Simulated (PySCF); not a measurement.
PySCF input (M06-2X/def2-TZVPD):

```python
from pyscf import gto, scf, dft

mol = gto.M(
    atom='''
    B     0.18308052    0.70831474    0.31550774
    O     0.79037142   -0.42268342   -0.10073560
    C     2.20106780   -0.61933880   -0.04611196
    O    -1.14121390    0.90585621    0.26966425
    C    -2.03330011   -0.10109993   -0.24035034
    H     2.70447494    0.25425610    0.37003101
    H     2.56698800   -0.80512405   -1.05610584
    H     2.40823497   -1.49078137    0.57531462
    H    -1.79715622   -0.32811627   -1.28053488
    H    -1.95594756   -1.01393904    0.35127923
    H    -3.04186307    0.29938109   -0.17017817
    ''',
    basis='def2-tzvpd',
    charge=0,
    spin=1,
    verbose=4,
)

mf = dft.UKS(mol, xc='m062x').density_fit(auxbasis='def2-universal-jkfit')
mf.grids.level = 4
mf.conv_tol = 1e-9
mf.max_cycle = 100
mf.max_memory = 1500
mf.kernel()
if not mf.converged:
    mf = mf.newton()
    mf.kernel(mf.make_rdm1())
for _ in range(2):
    mo, _, stable, _ = mf.stability(return_status=True)
    if stable:
        break
    mf.kernel(mf.make_rdm1(mo, mf.mo_occ))
mf.analyze()
```

End of the output:

```
Extra cycle  E= -255.12349635741  delta_E= -1.06e-11  |g|= 2.86e-06  |ddm|= 0.000103
converged SCF energy = -255.12349635741  <S^2> = 0.7539175  2S+1 = 2.0039137
uhf_internal: lowest eigs of H = [0.31803228 0.33636918 0.37690259]
<class 'pyscf.df.df_jk.DFUKS'> wavefunction is stable in the internal stability analysis
**** SCF Summaries ****
Total Energy =                        -255.123496357409977
Nuclear Repulsion Energy =             163.742386626332177
One-electron Energy =                 -671.057567113902905
Two-electron Energy =                  252.191684130160752
Two-electron Coulomb Energy =          286.475166075877326
DFT Exchange-Correlation Energy =      -34.283481945716581
HOMO-LUMO gap [eV] =                     4.150230916471918
**** MO energy ****
                             alpha | beta                alpha | beta
MO #1   energy= -19.6487026121625  | -19.6475893962627  occ= 1 | 1
MO #2   energy= -19.6399749762801  | -19.6388754523983  occ= 1 | 1
MO #3   energy= -10.5929130084789  | -10.592639478038   occ= 1 | 1
MO #4   energy= -10.5866837696974  | -10.5862288945202  occ= 1 | 1
MO #5   energy= -7.09313899099907  | -7.08472053168479  occ= 1 | 1
MO #6   energy= -1.17633715363914  | -1.17123356125469  occ= 1 | 1
MO #7   energy= -1.14622110991902  | -1.14263574324393  occ= 1 | 1
MO #8   energy= -0.803630996004055 | -0.800748406038487 occ= 1 | 1
MO #9   energy= -0.793134263951251 | -0.789063340811652 occ= 1 | 1
MO #10  energy= -0.618514312549767 | -0.61179678057951  occ= 1 | 1
MO #11  energy= -0.582439628544172 | -0.576288342329374 occ= 1 | 1
MO #12  energy= -0.550864456828497 | -0.547750629454834 occ= 1 | 1
MO #13  energy= -0.549628834748846 | -0.539205770250756 occ= 1 | 1
MO #14  energy= -0.52503033351611  | -0.525340242673131 occ= 1 | 1
MO #15  energy= -0.508782337702738 | -0.50694192606003  occ= 1 | 1
MO #16  energy= -0.42598554345172  | -0.416171791076745 occ= 1 | 1
MO #17  energy= -0.416144969877216 | -0.411588740491724 occ= 1 | 1
MO #18  energy= -0.41089873258188  | -0.408139322456232 occ= 1 | 1
MO #19  energy= -0.369043289783484 | -0.371324518713212 occ= 1 | 1
MO #20  energy= -0.244505607838601 | -0.0919874335191615 occ= 1 | 0
MO #21  energy= 0.0116752772941284 | 0.0156509241598202 occ= 0 | 0
MO #22  energy= 0.0264940688265682 | 0.0225513894150762 occ= 0 | 0
MO #23  energy= 0.0385987410814375 | 0.0274494948920915 occ= 0 | 0
MO #24  energy= 0.0390914113757898 | 0.0501774584524825 occ= 0 | 0
MO #25  energy= 0.0549838441291216 | 0.0534926906573183 occ= 0 | 0
MO #26  energy= 0.0712911686223449 | 0.0681904935309764 occ= 0 | 0
MO #27  energy= 0.0790253225344086 | 0.0721202132815997 occ= 0 | 0
MO #28  energy= 0.0814285548811447 | 0.0852941804878906 occ= 0 | 0
MO #29  energy= 0.0897854812907977 | 0.092239575432774  occ= 0 | 0
MO #30  energy= 0.102472324307765  | 0.0992630002300528 occ= 0 | 0
MO #31  energy= 0.116215723815225  | 0.113313954097887  occ= 0 | 0
MO #32  energy= 0.117526586490685  | 0.117140606183836  occ= 0 | 0
MO #33  energy= 0.137627207736004  | 0.143606047738801  occ= 0 | 0
MO #34  energy= 0.148096423555609  | 0.145691552032163  occ= 0 | 0
MO #35  energy= 0.151678311384017  | 0.153469585607009  occ= 0 | 0
MO #36  energy= 0.161488441258475  | 0.154439120717665  occ= 0 | 0
MO #37  energy= 0.165939930903937  | 0.155134808972057  occ= 0 | 0
MO #38  energy= 0.177697093387267  | 0.169132938670574  occ= 0 | 0
MO #39  energy= 0.188683141807941  | 0.175781568430665  occ= 0 | 0
MO #40  energy= 0.197392351846934  | 0.180336000795533  occ= 0 | 0
MO #41  energy= 0.207051665117723  | 0.199805193537076  occ= 0 | 0
MO #42  energy= 0.215656040110901  | 0.215170214559288  occ= 0 | 0
MO #43  energy= 0.220122209561949  | 0.218383836446956  occ= 0 | 0
MO #44  energy= 0.237288648047337  | 0.224154477554974  occ= 0 | 0
MO #45  energy= 0.250389489343666  | 0.235476042990966  occ= 0 | 0
MO #46  energy= 0.257483981569071  | 0.253575191569388  occ= 0 | 0
MO #47  energy= 0.266699056351341  | 0.260507260941687  occ= 0 | 0
MO #48  energy= 0.271394327424709  | 0.266328576003569  occ= 0 | 0
MO #49  energy= 0.273813858260086  | 0.267372274978313  occ= 0 | 0
MO #50  energy= 0.285426090604759  | 0.269661190265994  occ= 0 | 0
MO #51  energy= 0.285739059862482  | 0.273624422764381  occ= 0 | 0
MO #52  energy= 0.287918810942316  | 0.274714475866254  occ= 0 | 0
MO #53  energy= 0.292130326319745  | 0.279139085305378  occ= 0 | 0
MO #54  energy= 0.300047531205067  | 0.29345077751911   occ= 0 | 0
MO #55  energy= 0.304200810782893  | 0.298964141191279  occ= 0 | 0
MO #56  energy= 0.304373491190037  | 0.305504971078454  occ= 0 | 0
MO #57  energy= 0.312669142561859  | 0.312997715739369  occ= 0 | 0
MO #58  energy= 0.322537198120574  | 0.32169460013157   occ= 0 | 0
MO #59  energy= 0.331864366763359  | 0.325609097909776  occ= 0 | 0
MO #60  energy= 0.336675023820452  | 0.328197464190782  occ= 0 | 0
MO #61  energy= 0.342125390082023  | 0.334453917108901  occ= 0 | 0
MO #62  energy= 0.347198412380019  | 0.342478046368319  occ= 0 | 0
MO #63  energy= 0.351381939259043  | 0.349942810132587  occ= 0 | 0
MO #64  energy= 0.357116699721496  | 0.350634051626985  occ= 0 | 0
MO #65  energy= 0.371718844494845  | 0.366214136201717  occ= 0 | 0
MO #66  energy= 0.375717427975691  | 0.378687862341938  occ= 0 | 0
MO #67  energy= 0.381875089618538  | 0.381565265845931  occ= 0 | 0
MO #68  energy= 0.399955087209483  | 0.385364507711403  occ= 0 | 0
MO #69  energy= 0.415144787093764  | 0.40503663071076   occ= 0 | 0
MO #70  energy= 0.415706374025661  | 0.408174059567029  occ= 0 | 0
MO #71  energy= 0.421329723460395  | 0.41531936375855   occ= 0 | 0
MO #72  energy= 0.430136116240603  | 0.416234924194386  occ= 0 | 0
MO #73  energy= 0.445320361107072  | 0.430484487952663  occ= 0 | 0
MO #74  energy= 0.450901318241337  | 0.445729779927025  occ= 0 | 0
MO #75  energy= 0.467421955322659  | 0.459752304885046  occ= 0 | 0
MO #76  energy= 0.475401634180399  | 0.473085513575554  occ= 0 | 0
MO #77  energy= 0.48668153154694   | 0.475513780857595  occ= 0 | 0
MO #78  energy= 0.493636748449935  | 0.48269669680032   occ= 0 | 0
MO #79  energy= 0.516913641242924  | 0.510954764731492  occ= 0 | 0
MO #80  energy= 0.518194258030366  | 0.515784455706216  occ= 0 | 0
MO #81  energy= 0.535609733820646  | 0.52098185186653   occ= 0 | 0
MO #82  energy= 0.541971376207307  | 0.536302953865867  occ= 0 | 0
MO #83  energy= 0.569049158555036  | 0.565447719883872  occ= 0 | 0
MO #84  energy= 0.575131948442594  | 0.568642642321895  occ= 0 | 0
MO #85  energy= 0.603708565314544  | 0.59848474834965   occ= 0 | 0
MO #86  energy= 0.618125937443112  | 0.605689741781546  occ= 0 | 0
MO #87  energy= 0.627575232108239  | 0.619227707174956  occ= 0 | 0
MO #88  energy= 0.636459326514386  | 0.622312521944028  occ= 0 | 0
MO #89  energy= 0.657538717145168  | 0.650691844418236  occ= 0 | 0
MO #90  energy= 0.664110260663157  | 0.657654894761147  occ= 0 | 0
MO #91  energy= 0.670471638549083  | 0.664454682225227  occ= 0 | 0
MO #92  energy= 0.679993384501226  | 0.668920646765656  occ= 0 | 0
MO #93  energy= 0.703200031821877  | 0.67482878069861   occ= 0 | 0
MO #94  energy= 0.705958656117375  | 0.693956846607803  occ= 0 | 0
MO #95  energy= 0.717515467137708  | 0.705811455503129  occ= 0 | 0
MO #96  energy= 0.735227935720566  | 0.728329123186408  occ= 0 | 0
MO #97  energy= 0.748830742741618  | 0.736378347514677  occ= 0 | 0
MO #98  energy= 0.754075504089138  | 0.746127702356952  occ= 0 | 0
MO #99  energy= 0.764574596947996  | 0.746356544607645  occ= 0 | 0
MO #100 energy= 0.772596635734031  | 0.75369432880738   occ= 0 | 0
MO #101 energy= 0.798926073497375  | 0.779017199120417  occ= 0 | 0
MO #102 energy= 0.805922412487043  | 0.790579405510512  occ= 0 | 0
MO #103 energy= 0.825871607546633  | 0.816237936609161  occ= 0 | 0
MO #104 energy= 0.857115528731323  | 0.83647634448519   occ= 0 | 0
[...]
```

It need not be the lowest isomer of its formula.
